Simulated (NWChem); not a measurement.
System: SiH4O4; SMILES O[Si](O)(O)O

Here is an NWChem input.

```
start job
memory heap 200 mb stack 900 mb global 1100 mb
geometry units angstroms noautoz
  O     -0.271806    -1.392070     0.873678
  Si     0.000000     0.000000     0.000000
  O      1.392070    -0.271806    -0.873678
  O     -1.392070     0.271806    -0.873678
  O      0.271806     1.392070     0.873678
  H      0.548111    -1.841192     1.143577
  H      1.841192     0.548111    -1.143577
  H     -1.841192    -0.548111    -1.143577
  H     -0.548111     1.841192     1.143577
end
basis spherical
  * library def2-tzvp
end
dft
  xc xtpss03 ctpss03
  iterations 200
  semidirect filesize 400000000
end
task dft gradient
```

Excerpt of the output:

```
             Northwest Computational Chemistry Package (NWChem) 7.3.0
             --------------------------------------------------------

 S4  symmetry detected

                             Geometry "geometry" -> ""
                             -------------------------

 Output coordinates in angstroms (scale by  1.889725989 to convert to a.u.)

  No.       Tag          Charge          X              Y              Z
 ---- ---------------- ---------- -------------- -------------- --------------
    1 O                    8.0000     1.41835728     0.00000000     0.87367800
    2 Si                  14.0000     0.00000000     0.00000000     0.00000000
    3 O                    8.0000    -0.00000000     1.41835728    -0.87367800
    4 O                    8.0000     0.00000000    -1.41835728    -0.87367800
    5 O                    8.0000    -1.41835728    -0.00000000     0.87367800
    6 H                    1.0000     1.70203116     0.89078819     1.14357700
    7 H                    1.0000    -0.89078819     1.70203116    -1.14357700
    8 H                    1.0000     0.89078819    -1.70203116    -1.14357700
    9 H                    1.0000    -1.70203116    -0.89078819     1.14357700

 Effective nuclear repulsion energy (a.u.)     264.9645927034

      Symmetry information
      --------------------

 Group name              S4
 Group number             37
 Group order               4
 No. of unique centers     3

                                 NWChem DFT Module
                                 -----------------

 Summary of "ao basis" -> "ao basis" (spherical)
 ------------------------------------------------------------------------------
       Tag                 Description            Shells   Functions and Types
 ---------------- ------------------------------  ------  ---------------------
 O                         def2-tzvp                11       31   5s3p2d1f
 Si                        def2-tzvp                13       37   5s5p2d1f
 H                         def2-tzvp                 4        6   3s1p

      Symmetry analysis of basis
      --------------------------

        a          46
        b          47
        e+         46
        e-         46

            General Information
            -------------------
          SCF calculation type: DFT
          Wavefunction type:  closed shell.
          No. of atoms     :     9
          No. of electrons :    50
           Alpha electrons :    25
            Beta electrons :    25
          Charge           :     0
          Spin multiplicity:     1
          Use of symmetry is: on ; symmetry adaption is: on
          Maximum number of iterations: 200
          AO basis - number of functions:   185
                     number of shells:    73
          Convergence on energy requested:  1.00D-06
          Convergence on density requested:  1.00D-05
          Convergence on gradient requested:  5.00D-04

              XC Information
              --------------
                  TPSS metaGGA Exchange Functional  1.000
             TPSS03 metaGGA Correlation Functional  1.000

             Grid Information
             ----------------
          Grid used for XC integration:  medium
          Radial quadrature: Mura-Knowles
          Angular quadrature: Lebedev.
          Tag              B.-S. Rad. Rad. Pts. Rad. Cut. Ang. Pts.
          ---              ---------- --------- --------- ---------
          O                   0.60       49          10.0       434
          Si                  1.10       88           8.0       590
          H                   0.35       45          11.0       434
          Grid pruning is: on
          Number of quadrature shells:   182
          Spatial weights used:  Erf1

      Superposition of Atomic Density Guess
      -------------------------------------

 Sum of atomic energies:        -589.97187629

      Non-variational initial energy
      ------------------------------

 Total energy =    -591.460717
 1-e energy   =   -1341.766986
 2-e energy   =     485.341675
 HOMO         =      -0.485924
 LUMO         =       0.000349

      Symmetry analysis of molecular orbitals - initial
      -------------------------------------------------

  Numbering of irreducible representations:

     1 a           2 b           3 e+          4 e-

  Orbital symmetries:

     1 a           2 a           3 e+          4 e+          5 b
     6 a           7 e+          8 e+          9 b          10 a
    11 e+         12 e+         13 b          14 a          15 e+
    16 e+         17 b          18 b          19 a          20 e+
    21 e+         22 a          23 b          24 e+         25 e+
    26 a          27 e+         28 e+         29 b          30 e+
    31 e+         32 b          33 a          34 b          35 e+

------------------------------------------------------------
EAF file 0: "./job.aoints.0" size=133169152 bytes
------------------------------------------------------------
               write      read    awrite     aread      wait
               -----      ----    ------     -----      ----
     calls:      254         0         0         0         0
   data(b): 1.33e+08  0.00e+00  0.00e+00  0.00e+00
   time(s): 0.00e+00  0.00e+00  0.00e+00  0.00e+00  0.00e+00
rate(mb/s): 0.00e+00  0.00e+00
------------------------------------------------------------

   convergence    iter        energy       DeltaE   RMS-Dens  Diis-err
 ---------------- ----- ----------------- --------- --------- ---------
 d= 0,ls=0.0,diis     1   -593.0534964751 -8.58D+02  6.90D-03  1.55D+00
 d= 0,ls=0.0,diis     2   -592.9088130387  1.45D-01  4.16D-03  3.33D+00
 d= 0,ls=0.0,diis     3   -593.1962760855 -2.87D-01  4.72D-04  6.47D-02
 d= 0,ls=0.0,diis     4   -593.2011734644 -4.90D-03  8.42D-05  1.41D-03
 d= 0,ls=0.0,diis     5   -593.2012967171 -1.23D-04  9.90D-06  1.45D-05
  Resetting Diis
 d= 0,ls=0.0,diis     6   -593.2012980813 -1.36D-06  2.22D-06  1.68D-07
 d= 0,ls=0.0,diis     7   -593.2012980929 -1.16D-08  1.91D-06  6.29D-08

         Total DFT energy =     -593.201298092874
      One electron energy =    -1346.933962493156
           Coulomb energy =      545.794777431931
    Exchange-Corr. energy =      -57.026705735059
 Nuclear repulsion energy =      264.964592703410

 Numeric. integr. density =       50.000008512791

                  Occupations of the irreducible representations
                  ----------------------------------------------

                     irrep           alpha         beta
                     --------     --------     --------
                     a                 7.0          7.0
                     b                 6.0          6.0
                     e+               12.0         12.0
                     e-                0.0          0.0

                       DFT Final Molecular Orbital Analysis
                       ------------------------------------

 Vector   23  Occ=2.000000D+00  E=-3.005527D-01  Symmetry=b
              MO Center= -5.3D-14,  2.0D-13, -4.9D-13, r^2= 3.4D+00
   Bfn.  Coefficient  Atom+Function         Bfn.  Coefficient  Atom+Function
  ----- ------------  ---------------      ----- ------------  ---------------
     8      0.212442  1 O  pz                76      0.212442  3 O  pz
   107      0.212442  4 O  pz               138      0.212442  5 O  pz
    11      0.178106  1 O  pz                79      0.178106  3 O  pz
   110      0.178106  4 O  pz               141      0.178106  5 O  pz
    14      0.128719  1 O  pz                82      0.128719  3 O  pz

 Vector   24  Occ=2.000000D+00  E=-2.752570D-01  Symmetry=e+
              MO Center=  1.1D-13, -1.7D-14,  6.4D-01, r^2= 3.0D+00
   Bfn.  Coefficient  Atom+Function         Bfn.  Coefficient  Atom+Function
  ----- ------------  ---------------      ----- ------------  ---------------
     8      0.251579  1 O  pz               138     -0.251579  5 O  pz
    11      0.208914  1 O  pz               141     -0.208914  5 O  pz
     6     -0.195029  1 O  px               136     -0.195029  5 O  px
     9     -0.162205  1 O  px               139     -0.162205  5 O  px
    14      0.157633  1 O  pz               144     -0.157633  5 O  pz

 Vector   25  Occ=2.000000D+00  E=-2.752570D-01  Symmetry=e+
              MO Center=  1.9D-14, -2.3D-13, -6.4D-01, r^2= 3.0D+00
   Bfn.  Coefficient  Atom+Function         Bfn.  Coefficient  Atom+Function
  ----- ------------  ---------------      ----- ------------  ---------------
    76      0.251579  3 O  pz               107     -0.251579  4 O  pz
    79      0.208914  3 O  pz               110     -0.208914  4 O  pz
    75      0.195029  3 O  py               106      0.195029  4 O  py
    78      0.162205  3 O  py               109      0.162205  4 O  py
    82      0.157633  3 O  pz               113     -0.157633  4 O  pz

[...]

                         DFT ENERGY GRADIENTS

    atom               coordinates                        gradient
                 x          y          z           x          y          z
   1 O       2.680307   0.000000   1.651012    0.009350  -0.004719   0.005546
   2 Si      0.000000   0.000000   0.000000    0.000000   0.000000   0.000000
   3 O      -0.000000   2.680307  -1.651012    0.004719   0.009350  -0.005546
   4 O       0.000000  -2.680307  -1.651012   -0.004719  -0.009350  -0.005546
   5 O      -2.680307  -0.000000   1.651012   -0.009350   0.004719   0.005546
   6 H       3.216373   1.683346   2.161047    0.000324   0.004097   0.000439
   7 H      -1.683346   3.216373  -2.161047   -0.004097   0.000324  -0.000439
   8 H       1.683346  -3.216373  -2.161047    0.004097  -0.000324  -0.000439
   9 H      -3.216373  -1.683346   2.161047   -0.000324  -0.004097   0.000439
```

Level: TPSS/def2-TZVP. All runs use the structure optimised with PBE-D3(BJ)/def2-SVP.
